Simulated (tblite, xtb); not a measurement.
C3H9B3O3, charge -1, doublet, geometry from GFN2-xTB (a state made from the parent by changing its charge; the spin is typed, not shown lowest). Base run: GFN1-xTB in xtb.

Here is a job for xtb.
```
$ xtb mol.xyz --gfn 1 --chrg -1 --uhf 1 --json

# file mol.xyz
18

C     -1.88263187    -2.25884204    -0.38435433
B     -0.90379848    -0.99872182    -0.09120778
O      0.47599836    -1.28150983    -0.06345170
B      1.33020729    -0.18054923     0.14340972
C      2.92066292    -0.49970419     0.12009244
O      0.88834620     1.03540238     0.38276883
B     -0.55303012     1.36862306     0.49315428
C     -0.95757719     2.71596764    -0.35332957
O     -1.39561160     0.19893558     0.14290532
H     -1.64898138    -2.72119801    -1.34237772
H     -2.92745075    -1.95594686    -0.40064314
H     -1.76618271    -3.02849623     0.37815295
H      3.21769911    -0.93884606    -0.83127412
H      3.18616817    -1.21476873     0.89825374
H      3.50985185     0.40162291     0.27540875
H     -2.00870109     2.97697420    -0.21890442
H     -0.36453224     3.57912747    -0.04623218
H     -0.79735130     2.58761777    -1.43139583
```

Programs used: tblite, xtb; a row that names a program was run with it.

Variants of this job, named by their change:

| change | ΔE vs base (mEh) | G_solv (kcal/mol) | SCF cycles |
|---|---|---|---|
| base | 0.000 | - | 11 |
| alpb = ether | -57.688 | -36.35 | 11 |
| etemp = 5000 | -6.452 | - | 12 |
| etemp = 3000 | -1.493 | - | 11 |
| gbsa = thf | -75.218 | -47.86 | 10 |
| acc = 0.1 | 0.000 | - | 13 |
| acc = 0.0001 | 0.000 | - | 17 |
| program = tblite; method = gfn1 | 0.000 | - | - |

ALPB and GBSA are two models with their own fitted parameters for each solvent, which aren't always the measured dielectric constant.
